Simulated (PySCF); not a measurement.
I2Zn, SMILES [I][Zn-][I] (connectivity only; charge and spin as stated), charge -1, multiplicity 2.

Geometry optimised at B3LYP-D3(BJ)/def2-SVPD. The def2 effective core potentials stand for the cores of I; spin–orbit coupling is left out.

Two levels are set side by side: PBE/def2-TZVPD (PySCF) and M06-2X/def2-TZVPD (PySCF). Same geometry, gas phase. Differences are taken from unrounded values.

```tsv
quantity	M06-2X
α-spin orbital gap (eV)	4.54
β-spin orbital gap (eV)	4.96
mean polarisability (bohr³)	145.4
```

Question: What does PBE give, and how far is it from M06-2X? (The exact figures need the calculation; the answer reports its results.)

Answer: 
| quantity | PBE | PBE minus M06-2X |
|---|---|---|
| α-spin orbital gap (eV) | 2.46 | -2.08 |
| β-spin orbital gap (eV) | 2.50 | -2.46 |
| mean polarisability (bohr³) | 161.0 | 15.6 |

PBE's more diffuse valence density responds more strongly to a field. Differences between two approximate levels are no errors against the true value.

Rough cost on one machine, each run with all the roots and properties that it gave: M06-2X against PBE within a factor of 2.
